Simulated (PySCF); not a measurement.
Isomers of C3H9GeNSi and their computed core-level spectra.

Method: delta-SCF UKS SCAN, pcX-2 on the ionised atom, pcseg-1 elsewhere, spin-free X2C in PySCF. Geometries: PBE0-D3(BJ)/def2-SVP; isolated species, one conformer each.

Line lists (1s up to Mg, 2p3/2 beyond, nothing for Ge; areas count atoms within a level, one atom standing for each set equivalent by bonding):
1. C 1s: 289.33 (area 1), 290.16 (area 1), 291.61 (area 1) eV; N 1s: 403.82 eV; Si 2p3/2: 106.77 eV
2. C 1s: 289.68 (area 1), 289.81 (area 1), 290.90 (area 1) eV; N 1s: 404.95 eV; Si 2p3/2: 106.64 eV
3. C 1s: 290.61 (area 1), 292.26 (area 1), 292.44 (area 1) eV; N 1s: 405.01 eV; Si 2p3/2: 107.01 eV

Structures:
A. `C([SiH2][NH][GeH3])#CC`
B. `N#CC[C@H]([SiH3])[GeH3]`
C. `NC[SiH2]C#[C][GeH3]`

Q: Match each list to its structure.

A: 
- 1 = A: another candidate has the same counts of sites, so positions decide. C 1s: 289.33 alkyne carbon, 290.16 alkyne carbon, 291.61 propargylic carbon; N 1s: 403.82 silicon-bound nitrogen; Si 2p3/2: 106.77 SiH2 silicon.
- 2 = C: another candidate has the same counts of sites, so positions decide. C 1s: 289.68 alkyne carbon, 289.81 alkyne carbon, 290.90 sp3 carbon bound to nitrogen; N 1s: 404.95 primary amine nitrogen; Si 2p3/2: 106.64 SiH2 silicon.
- 3 = B: another candidate has the same counts of sites, so positions decide. C 1s: 290.61 sp3 carbon bound to silicon, 292.26 nitrile carbon, 292.44 sp3 carbon next to a nitrile; N 1s: 405.01 nitrile nitrogen; Si 2p3/2: 107.01 SiH3 silicon.

Spin–orbit coupling isn't in the SCF: each 2p doublet comes from a relaxed spin-free hole plus a matrix of the shell (mean-field spin–orbit coupling and the ground-state 2p splitting), with 2p3/2 averaged over its two sublevels. 3 of these hole states are spin-contaminated (⟨S²⟩ up to 0.86, against 0.75; counted from 0.85) and less certain.
